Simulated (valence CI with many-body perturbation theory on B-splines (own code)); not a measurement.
## E1 line list for Mn¹⁸⁺

Method: relativistic CI+MBPT: five valence electrons over a frozen Dirac-Fock core [He], radial functions for each j: 11 s, 11 p, 10 d, 8 f, 5 g, 2 h, with the one-electron correlation potential Σ1 (screened to all orders), the two-electron term Σ2, the three-electron term Σ3, Breit, model QED; selected single and double excitations, second order for the rest, scaled by the run's own slope (own B-spline code, finite nucleus).

No measured spectrum was set against this ion. As an estimate, levels of excited configurations hold to 0.05 to 0.15 % of their energy, terms of the ground configuration to about 0.5 %. Among the levels kept, up to 5400 cm⁻¹ of a level comes from second order outside the variational space, and about a tenth of that is noise between levels of different J, which matters for small intervals.

Lines 51 to 100 of 596 in falling wavelength, among levels below 8069.4 × 10³ cm⁻¹, chosen from the strongest by gf and those to the six lowest levels. Wavelengths and rates use the calculated energies, so an error of 600 cm⁻¹ moves a line at 44.66 nm by 0.27 % and its rate by three times that or more. Electric multipoles are in the length gauge with retardation, E1 and E2 with the static RPA response of the core. Weak lines are less certain than strong ones. Lines between different terms over intervals too small for the method are left out, as are lines whose strength nearly cancels. Where a level lies close to another of its J and parity, the split of strength between their lines is uncertain. The highest levels of a list are the least certain.

Names give the largest LS component (configuration and term), which can be under half, so a name can repeat, a term be missing and a line seem to break the LS rules; names also repeat where a configuration has a term twice. Letters in brackets count levels of one name in rising energy.

```tsv
λ vac (nm)	Upper	Lower	A (s⁻¹)	S (a.u.) with core polarisation	S without
44.66	2s 2p3 3p 4S_3/2	2s 2p3 3s 4P°_3/2	1.01e+09	1.77e-01	1.77e-01
44.55	2s 2p3 3d 6D°_9/2	2s2 2p2 3d 2G_7/2	4.60e+08	2.01e-01	2.01e-01
44.53	2s 2p3 3d 2F°_5/2 [c]	2s 2p3 3p 2D_3/2 [c]	1.09e+09	2.85e-01	2.85e-01
44.52	2s 2p3 3d 4F°_9/2 [b]	2s 2p3 3p 4D_7/2 [b]	2.36e+09	1.03e+00	1.03e+00
44.36	2s 2p3 3d 4P°_3/2 [a]	2s 2p3 3p 4P_1/2 [b]	9.42e+08	1.62e-01	1.62e-01
44.32	2s 2p3 3p 4F_9/2	2s 2p3 3s 4D°_7/2	2.95e+09	1.27e+00	1.27e+00
44.07	2s 2p3 3p 2P_3/2 [e]	2s 2p3 3s 2P°_1/2 [b]	1.46e+09	2.47e-01	2.47e-01
44.04	2s2 2p2 3d 2G_7/2	2s 2p3 3s 6S°_5/2	3.82e+08	1.29e-01	1.29e-01
44.04	2s2 2p2 3p 2F°_7/2	2s2 2p2 3s 2D_5/2	2.62e+09	8.85e-01	8.85e-01
44.00	2s 2p3 3d 4F°_9/2 [a]	2s 2p3 3p 4D_7/2 [a]	1.98e+09	8.32e-01	8.32e-01
43.90	2s 2p3 3d 4F°_5/2 [a]	2s 2p3 3p 4F_5/2	1.04e+09	2.59e-01	2.59e-01
43.85	2s 2p3 3d 4D°_5/2 [d]	2s 2p3 3p 4P_5/2 [d]	5.67e+08	1.42e-01	1.42e-01
43.82	2s2 2p2 3p 4D°_3/2	2s2 2p2 3s 4P_1/2	2.18e+09	3.61e-01	3.62e-01
43.78	2s 2p3 3p 2D_3/2 [a]	2s 2p3 3s 2D°_5/2 [a]	1.03e+09	1.70e-01	1.70e-01
43.69	2s 2p3 3p 2P_3/2 [f]	2s 2p3 3s 2P°_1/2 [b]	7.87e+08	1.30e-01	1.30e-01
43.60	2s 2p3 3p 2P_3/2 [a]	2s 2p3 3s 4D°_1/2	1.20e+09	1.96e-01	1.96e-01
43.57	2s 2p3 3p 6P_7/2	2s 2p3 3s 6S°_5/2	2.59e+09	8.47e-01	8.47e-01
43.55	2s 2p3 3d 4G°_7/2	2s 2p3 3p 4D_5/2 [a]	2.15e+09	7.02e-01	7.02e-01
43.45	2s 2p3 3p 2P_3/2 [e]	2s 2p3 3s 2P°_3/2 [b]	1.10e+09	1.78e-01	1.78e-01
43.44	2s 2p3 3d 2G°_9/2 [b]	2s 2p3 3p 2F_7/2 [b]	2.55e+09	1.03e+00	1.03e+00
43.36	2s2 2p2 3p 2D°_3/2 [b]	2s2 2p2 3s 2D_3/2	7.33e+08	1.18e-01	1.18e-01
43.17	2s 2p3 3p 2P_3/2 [c]	2s 2p3 3s 4S°_3/2 [b]	9.14e+08	1.45e-01	1.45e-01
43.14	2s 2p3 3p 4D_7/2 [a]	2s 2p3 3s 4D°_5/2	2.18e+09	6.91e-01	6.92e-01
43.10	2s2 2p2 3p 2P°_1/2 [c]	2s2 2p2 3s 2S_1/2	2.76e+09	2.18e-01	2.18e-01
43.08	2s 2p3 3p 2P_3/2 [f]	2s 2p3 3s 2P°_3/2 [b]	1.66e+09	2.61e-01	2.62e-01
43.04	2s 2p3 3d 4F°_7/2 [b]	2s 2p3 3p 4D_5/2 [b]	2.25e+09	7.09e-01	7.09e-01
42.99	2s2 2p2 3d 2D_5/2 [b]	2s2 2p2 3p 2D°_5/2 [b]	8.72e+08	2.05e-01	2.05e-01
42.95	2s 2p3 3d 4G°_9/2	2s 2p3 3p 4F_7/2	1.84e+09	7.19e-01	7.19e-01
42.92	2s 2p3 3d 4D°_7/2 [d]	2s 2p3 3p 4P_5/2 [d]	2.35e+09	7.34e-01	7.34e-01
42.87	2s 2p3 3d 4S°_3/2	2s 2p3 3p 4P_5/2 [b]	8.99e+08	1.40e-01	1.40e-01
42.73	2s 2p3 3d 4D°_7/2 [c]	2s 2p3 3p 4P_5/2 [c]	1.52e+09	4.67e-01	4.68e-01
42.65	2s 2p3 3p 2S_1/2 [b]	2s 2p3 3s 2P°_3/2 [b]	2.55e+09	1.95e-01	1.95e-01
42.64	2s 2p3 3d 6D°_3/2	2s 2p3 3p 6P_5/2	7.67e+08	1.17e-01	1.17e-01
42.62	2s 2p3 3d 4F°_3/2 [a]	2s 2p3 3p 4D_1/2 [a]	1.08e+09	1.66e-01	1.66e-01
42.60	2s2 2p2 3d 4D_7/2	2s2 2p2 3p 4D°_7/2	7.13e+08	2.18e-01	2.18e-01
42.57	2s 2p3 3d 6D°_5/2	2s 2p3 3p 6P_5/2	1.54e+09	3.51e-01	3.51e-01
42.55	2s2 2p2 3d 4F_9/2	2s2 2p2 3p 4D°_7/2	2.47e+09	9.37e-01	9.37e-01
42.47	2s 2p3 3p 4P_3/2 [c]	2s 2p3 3s 4P°_5/2	1.06e+09	1.60e-01	1.60e-01
42.46	2s 2p3 3d 6D°_7/2	2s 2p3 3p 6P_5/2	1.73e+09	5.23e-01	5.23e-01
42.42	2s 2p3 3d 4D°_5/2 [c]	2s 2p3 3p 4P_5/2 [c]	8.04e+08	1.82e-01	1.82e-01
42.36	2s2 2p2 3p 2P°_3/2 [a]	2s2 2p2 3s 2P_3/2	1.55e+09	2.33e-01	2.33e-01
42.32	2s 2p3 3d 4F°_7/2 [a]	2s 2p3 3p 4F_5/2	1.36e+09	4.06e-01	4.06e-01
42.01	2s 2p3 3p 2D_3/2 [c]	2s 2p3 3s 2D°_3/2 [b]	2.39e+09	3.50e-01	3.50e-01
41.99	2s 2p3 3p 4P_5/2 [c]	2s 2p3 3s 4P°_5/2	1.69e+09	3.71e-01	3.71e-01
41.94	2s2 2p2 3p 2D°_5/2 [a]	2s2 2p2 3s 2P_3/2	1.83e+09	4.00e-01	4.00e-01
41.94	2s 2p3 3d 4D°_5/2 [c]	2s 2p3 3p 4P_3/2 [c]	9.28e+08	2.03e-01	2.03e-01
41.92	2s 2p3 3d 2D°_3/2 [d]	2s 2p3 3p 2P_1/2 [d]	1.31e+09	1.90e-01	1.90e-01
41.87	2s2 2p2 3p 2D°_3/2 [b]	2s2 2p2 3s 2D_5/2	1.63e+09	2.36e-01	2.36e-01
41.84	2s2 2p2 3d 4F_7/2	2s2 2p2 3p 4D°_5/2	2.51e+09	7.27e-01	7.27e-01
41.78	2s 2p3 3d 4F°_5/2 [a]	2s 2p3 3p 4D_3/2 [a]	1.06e+09	2.29e-01	2.29e-01
```
